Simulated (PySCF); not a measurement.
Species: C4H8Se.
Z-matrix (Å and degrees, PBE0-D3(BJ)/def2-SVP geometry), rows numbered from 1:
```
C 
C   1  1.4912
C   2  1.3381  1  126.41
Se  3  1.8952  2  125.23  1    -0.05
C   4  1.9405  3   96.98  2   179.56
H   1  1.1029  2  111.14  3  -120.83
H   1  1.1004  2  112.26  3    -0.12
H   1  1.1029  2  111.12  3   120.57
H   2  1.0966  1  116.79  3  -179.98
H   3  1.0945  2  120.54  1   179.99
H   5  1.0981  4  110.69  3    61.52
H   5  1.0981  4  110.68  3   -61.33
H   5  1.0982  4  106.74  3  -179.90
```

Linear response at CAM-B3LYP/def2-SVPD (PySCF, frozen core in the response, non-relativistic). Geometry: PBE0-D3(BJ)/def2-SVP, one conformer, isolated molecule. The CAM-B3LYP/def2-SVPD calculation is non-relativistic and has no spin–orbit coupling, an omission that weighs most on selenium.

Static isotropic polarisability: 81.19 au (12.03 Å³), principal values 59.5, 72.2, 112.0 au.

Problem. What is the polarisability at 1064 nm and at the sodium D line?

Solution. 82.19 au at 1064 nm (+1.2 %), 84.62 au at 589.3 nm (+4.2 %). The rise at 589.3 nm is 3.45 times that at 1064 nm; a pure ω² law gives 3.26. The lowest singlet lies at 266 nm, shorter than both wavelengths.

Problem. What is the isotropic C6 coefficient between two such molecules, C6 = (3/π)∫α(iω)² dω?

Solution. 2365 au (Eh·bohr⁶) by a ten-point quadrature over imaginary frequencies, which is 1410 eV·Å⁶ or 136 J·nm⁶/mol.

Problem. Which effective excitation energy ω̄ makes London's formula C6 = (3/4)α²ω̄ exact here?

Solution. ω̄ = 4·C6/(3α²) = 0.478 Eh = 13.0 eV. A one-pole form α(ω) = α/(1 − ω²/ω̄²) fitted to the 1064 nm value gives 10.6 eV. London's choice of the ionisation energy (7.82 eV, ΔSCF at the same level) gives C6 = 1420 au, 40 % too low.

Problem. What does −C6/R⁶ come to at R = 10 Å between centres?

Solution. -140 J/mol. This is the leading, orientation-averaged term; C8 and higher terms are left out.

Problem. How many electrons N does the Slater–Kirkwood formula C6 = (3/4)·√N·α^(3/2) need to give this C6?

Solution. N = (4·C6/3)²/α³ = 18.6; the species has 66 electrons in all.

Problem. What three-body coefficient follows from the one-pole estimate C9 = (3/4)·α·C6?

Solution. 144000 au. This is an estimate from the two numbers above, not a computed integral.
